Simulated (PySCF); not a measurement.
BaCl₂, SMILES [Ba]([Cl])[Cl] (connectivity only; charge and spin as stated), charge -1, multiplicity 2.

Geometry optimised at PBE0-D3(BJ)/def2-SVPD. A frequency run showed that this geometry is not a minimum. The multiplicity is an assumed one; other spin states were not compared. The isomer is the one that the SMILES or the coordinates give; other isomers of the formula were not compared. The def2 effective core potentials stand for the cores of Ba; spin–orbit coupling is left out.

All values below come from IEF-PCM-B3LYP/def2-SVPD in PySCF.

The values are the electrostatic part of the solvation free energy, E(continuum) − E(gas) at the gas-phase geometry, in a cavity of scaled van der Waals radii (PySCF's table); cavitation and dispersion terms are not included. A continuum can't describe solvent molecules that bind to the metal.

```json
[
 {"solvent": "water", "ε": "78.36", "ΔG(elec) (kcal/mol)": "-49.1"},
 {"solvent": "2-propanol", "ε": "19.26", "ΔG(elec) (kcal/mol)": "-46.9"},
 {"solvent": "ethanol", "ε": "24.85", "ΔG(elec) (kcal/mol)": "-47.6"}
]
```
